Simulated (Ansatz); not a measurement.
`CN(C)c1ccc(/C=C/c2ccc(/C=C/c3ccc(/C=C/C#N)cc3)cc2)cc1`. Total charge 0; triplet. Geometry PBE-D4/def2-SVP, that of the neutral singlet.

```xyz
53

C    -8.5010    0.4228    4.6320
N    -7.2294    0.5502    5.3149
C    -7.1959    0.7295    6.7522
C    -6.0505    0.5070    4.5980
C    -6.0494    0.3344    3.1813
C    -4.8592    0.2843    2.4628
C    -3.5932    0.4018    3.0930
C    -2.3256    0.3457    2.3834
C    -2.1341    0.2022    1.0377
C    -0.8584    0.1269    0.3423
C     0.4021    0.1671    0.9953
C     1.5894    0.0761    0.2748
C     1.6006   -0.0578   -1.1398
C     2.8744   -0.1614   -1.8336
C     3.0729   -0.2877   -3.1798
C     4.3522   -0.4040   -3.8631
C     5.6054   -0.4277   -3.1887
C     6.8016   -0.5443   -3.8861
C     6.8231   -0.6433   -5.3036
C     8.0467   -0.7673   -6.0800
C     9.3255   -0.8028   -5.5986
C    10.4628   -0.9249   -6.4424
N    11.4174   -1.0255   -7.1236
C     5.5770   -0.6209   -5.9782
C     4.3770   -0.5051   -5.2780
C     0.3416   -0.0927   -1.7944
C    -0.8455   -0.0033   -1.0739
C    -3.6040    0.5793    4.4993
C    -4.7845    0.6338    5.2377
H    -9.3208    0.4722    5.3712
H    -8.5908   -0.5461    4.0905
H    -8.6639    1.2368    3.8893
H    -6.6299   -0.0825    7.2614
H    -6.7282    1.6965    7.0453
H    -8.2270    0.7200    7.1482
H    -6.9966    0.2336    2.6359
H    -4.9150    0.1438    1.3728
H    -1.4367    0.4293    3.0325
H    -3.0199    0.1302    0.3837
H     0.4484    0.2656    2.0899
H     2.5517    0.1066    0.8107
H     3.7578   -0.1347   -1.1725
H     2.1925   -0.3077   -3.8442
H     5.6351   -0.3579   -2.0916
H     7.7461   -0.5608   -3.3219
H     7.9133   -0.8384   -7.1728
H     9.5344   -0.7325   -4.5181
H     5.5633   -0.6958   -7.0770
H     3.4235   -0.4897   -5.8289
H     0.2954   -0.1961   -2.8888
H    -1.8077   -0.0354   -1.6092
H    -2.6423    0.6776    5.0284
H    -4.7218    0.7730    6.3244
```

Single mean-field runs in def2-TZVP are fitted with def2-universal-jkfit. At PBE0-D4/def2-TZVP a singlet of charge 0 lies 1.81 eV below the triplet at the same geometry.

Problem. Estimate the α-spin orbital energies around the gap (eV) in Ansatz with PBE-D4/def2-TZVP, PBE0-D4/def2-TZVP.

Solution. 
| orbital | PBE-D4/def2-TZVP | PBE0-D4/def2-TZVP |
| --- | --- | --- |
| HOMO−5 | -6.53 | -7.69 |
| HOMO−4 | -6.42 | -7.55 |
| HOMO−3 | -6.14 | -7.28 |
| HOMO−2 | -5.44 | -6.39 |
| HOMO−1 | -4.90 | -5.73 |
| HOMO | -3.15 | -3.63 |
| LUMO | -2.44 | -1.94 |
| LUMO+1 | -1.77 | -1.02 |
| LUMO+2 | -1.63 | -0.75 |
| LUMO+3 | -1.38 | -0.53 |
| LUMO+4 | -1.22 | -0.37 |
| LUMO+5 | -0.58 | 0.28 |
| β HOMO | -5.20 | -5.79 |
| β LUMO | -4.58 | -4.25 |
